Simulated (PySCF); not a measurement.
**Broadened absorption spectrum of C6H10FN**

Compound: C₆H₁₀FN.
Cartesian coordinates in Å at the PBE0-D3(BJ)/def2-SVP level; atoms count from 1:
```xyz
18
C6H10FN angstrom
C      2.5589   -0.6767   -0.1819
N      1.6432    0.2611    0.4210
C      0.8782    1.0686   -0.4993
C     -0.1351    0.3299   -1.3521
C     -1.3207    1.0750   -1.8779
C     -2.2454   -0.0572   -2.0377
F     -1.9713   -1.0632   -2.9225
C     -1.4941    0.0627   -0.7790
H      2.0976   -1.4424   -0.8405
H      3.3003   -0.1305   -0.7884
H      3.1156   -1.2091    0.6041
H      1.0223   -0.2154    1.0702
H      1.5881    1.5919   -1.1637
H      0.3549    1.8566    0.0717
H      0.2835   -0.4466   -2.0049
H     -1.5143    2.1479   -1.8832
H     -3.3217    0.1474   -2.0189
H     -1.8497    0.1935    0.2437
```

Theory: TDDFT CAM-B3LYP/def2-SVPD, vertical, gas phase, core orbitals frozen in the response (PySCF).

Computed states:

```tsv
state	E (eV)	f
S1	6.03	0.0037
S2	6.77	0.014
S3	6.90	0.0065
S4	7.40	0.031
S5	7.71	0.0012
S6	7.73	0.0033
```

Broadening: Gaussians 0.4 eV wide at half height, area fixed by f = 4.319×10⁻⁹ ∫ε dν̃. The cross-section is σ = 3.8235×10⁻²¹ ε cm², given in Mb (10⁻¹⁸ cm²). The width is an assumption, not a result. The curve ends short of the highest state used, and states not computed would add to its high-energy end.

Q: Give the broadened spectrum and its maxima.

A: 
E (eV), σ (Mb) and a bar:
```
     5.43       0.00 
     5.50       0.01 
     5.58       0.03 
     5.65       0.08 
     5.73       0.20 #
     5.80       0.38 ##
     5.87       0.61 ####
     5.95       0.86 #####
     6.02       0.96 ######
     6.09       0.90 #####
     6.17       0.69 ####
     6.24       0.48 ###
     6.32       0.34 ##
     6.39       0.41 ##
     6.46       0.77 #####
     6.54       1.63 ##########
     6.61       2.73 ################
     6.68       3.92 #######################
     6.76       4.90 #############################
     6.83       5.08 ##############################
     6.90       4.60 ###########################
     6.98       3.67 ######################
     7.05       3.14 ###################
     7.13       3.48 #####################
```

Maxima: 206 nm (6.03 eV), ε about 250, made up of S1 (100%); 182 nm (6.81 eV), ε about 1300, made up of S2 (71%) and S3 (29%) (ε in L mol⁻¹ cm⁻¹; maxima over ε = 5, shares over 10%). At its high-energy end, 7.13 eV, the curve is still rising (ε about 910, from S2, S3 and S4).

Q: On this curve, what absorbance would a 10⁻⁵ mol/L sample give at 193 nm over a 1 cm path?

A: 193 nm is 6.424 eV, where ε is about 140 L mol⁻¹ cm⁻¹, so A = ε c l ≈ 0.0014 (Beer–Lambert, with the gas-phase spectrum and the assumed width).

Q: What would ε be at 6.81 eV, the highest of these maxima, with half the width (0.2 eV)?

A: About 2280 L mol⁻¹ cm⁻¹ against 1340, a factor of about 1.7; a lone state at its own centre would give exactly 2.

Q: Coming from long wavelengths, where does ε first pass 100 L mol⁻¹ cm⁻¹?

A: At about 214 nm (5.80 eV), 0.23 eV below S1.

One conformer stands for the species.

Without π bonds the low states may be Rydberg-like; a valence basis with one diffuse set may place them up to an eV too high.
